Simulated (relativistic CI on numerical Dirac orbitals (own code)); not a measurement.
# Pd⁴⁺ (4d6) in a crystal field

Calculated by Dirac-Coulomb-Breit CI, orbitals from a KLI potential per configuration, model QED, valence Slater integrals scaled by 0.85, one configuration in a parametric crystal field (own radial code).

Field parameters in Wybourne normalisation: Oh B⁴₀ = 21Dq, B⁴₄ = √(5/14) B⁴₀. The field is a parameter set, without covalency.

S is read from ⟨S²⟩ = S(S + 1).

Site symmetry Oh; labels are those of the double group. Computed levels in cm⁻¹ above the lowest, in rising order:

| Δ (size of 10Dq) | Lowest | No. 2 | No. 3 | No. 4 | No. 5 | No. 6 | No. 7 | No. 8 |
| --- | --- | --- | --- | --- | --- | --- | --- | --- |
| 7250 | T2 | 536 E | 719 T1 | 1279 A1 | 1954 T1 | 2169 T2 | 8735 T2 | 8738 E |
| 13050 | T2 | 433 E | 655 T1 | 815 A1 | 1817 T1 | 1922 T2 | 4243 A1 | 8219 E |
| 18850 | A1 | 6426 E | 6603 T2 | 6798 T1 | 7604 T2 | 7687 A1 | 8138 T1 | 10334 E |
| 24650 | A1 | 13701 E | 13987 T2 | 14557 T1 | 15584 A1 | 17474 T2 | 17966 T1 | 18646 E |
| 30450 | A1 | 19610 E | 19821 T2 | 20715 T1 | 21781 A1 | 25246 T1 | 26087 E | 26923 T2 |
| 36250 | A1 | 25369 E | 25559 T2 | 26546 T1 | 27560 A1 | 31257 T1 | 32109 E | 33139 T2 |
| 42050 | A1 | 31117 E | 31296 T2 | 32314 T1 | 33276 A1 | 37143 T1 | 37996 E | 39011 T2 |

Ground-state S against |10Dq| in cm⁻¹: 7250: 1.98, 13050: 1.98, 18850: 0.27, 24650: 0.12, 30450: 0.07, 36250: 0.04, 42050: 0.03.

The spin changes between |10Dq| = 13050 and 18850 cm⁻¹.
